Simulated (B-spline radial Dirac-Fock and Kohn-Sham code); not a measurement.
**Mg 1s: cross section and angular parameters**

System: the Mg atom, [Ne] 3s2; threshold 1303.0 eV (tabulated edge). Model: Dirac-Hartree-Slater photoionisation with a Latter tail; cross sections with all multipoles, angular parameters from the dipole term and its interference with E2. Program: a radial finite-basis atomic code.

For linearly polarised light dσ/dΩ = σ/(4π) [1 + β P₂(cos θ) + (δ + γ cos²θ) sin θ cos φ], with θ from the polarisation vector and φ the angle between the beam and the projection of the electron momentum on the plane normal to the polarisation.

| hν (eV) | σ (kb) | β | γ |
| --- | --- | --- | --- |
| 1430 | 172 | 2.000 | 0.014 |
| 1486.9 | 156 | 2.000 | 0.072 |
| 1960 | 77.4 | 2.000 | 0.395 |
| 2230 | 55.4 | 2.000 | 0.521 |
| 2450 | 43.2 | 2.000 | 0.610 |
| 2520 | 40.1 | 2.000 | 0.636 |
| 4690 | 7.17 | 2.000 | 1.233 |
| 5260 | 5.16 | 2.000 | 1.351 |
| 5414.7 | 4.75 | 2.000 | 1.382 |
| 6170 | 3.25 | 2.000 | 1.525 |
| 7390 | 1.91 | 2.000 | 1.730 |
| 8630 | 1.20 | 2.000 | 1.917 |
| 9251.7 | 0.977 | 2.000 | 2.004 |
| 11300 | ? | ? | ? |
| 12000 | 0.445 | 2.000 | 2.355 |
| 13900 | 0.284 | 2.000 | 2.568 |

Task: Give the values at 11300 eV.

Result: σ = 0.534 kb, β = 2.000, γ = 2.271. For an s subshell δ is negligible.

Values without a named source are computed, but for edge energies of neutral atoms, which are taken from tables.
